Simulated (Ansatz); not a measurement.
NiN₂Cl₂H₆⁺, that is trans-NiCl2(NH3)2 with one electron fewer. Total charge 1; doublet. Geometry PBE-D4/def2-SVP, that of the neutral singlet; atoms count from 1.

```
atom    x (Å)    y (Å)    z (Å)
 Ni1   0.0019  -0.0003   0.0013
 Cl2   1.7741  -0.0605   1.2823
  N3   1.1008   0.4015  -1.5011
  H4   1.2595   1.4187  -1.5605
  H5   0.6321   0.1084  -2.3722
  H6   2.0257  -0.0441  -1.4041
 Cl7  -1.7703   0.0585  -1.2800
  N8  -1.0997  -0.4020   1.5018
  H9  -1.3286  -1.4073   1.5132
 H10  -1.9944   0.1067   1.4417
 H11  -0.6012  -0.1797   2.3776
```

Question: Estimate the Mulliken populations from the PBE0/def2-TZVP orbitals of Ansatz.

Answer: 
| atom | charge (e) | spin (α − β) | d electrons |
| --- | --- | --- | --- |
| Ni1 | 0.31 | 0.92 | 8.41 |
| Cl2 | -0.23 | 0.07 | – |
| N3 | -0.40 | -0.03 | – |
| H4 | 0.32 | 0.00 | – |
| H5 | 0.32 | 0.00 | – |
| H6 | 0.33 | 0.00 | – |
| Cl7 | -0.23 | 0.07 | – |
| N8 | -0.40 | -0.03 | – |
| H9 | 0.32 | 0.00 | – |
| H10 | 0.33 | 0.00 | – |
| H11 | 0.32 | 0.00 | – |
Mulliken values depend strongly on the basis.

Question: Where does the spin sit?

Answer: Summed by element: Ni 0.92, Cl 0.14, N -0.06, H 0.00, of 1 unpaired in all. Largest on single atoms: Ni1 0.92, Cl2 0.07, Cl7 0.07.

Question: And the Mayer bond orders between heavy atoms (over 0.3)?

Answer: Ni1–Cl2 1.07 (2.19 Å); Ni1–N3 0.66 (1.90 Å); Ni1–Cl7 1.07 (2.19 Å); Ni1–N8 0.66 (1.90 Å).
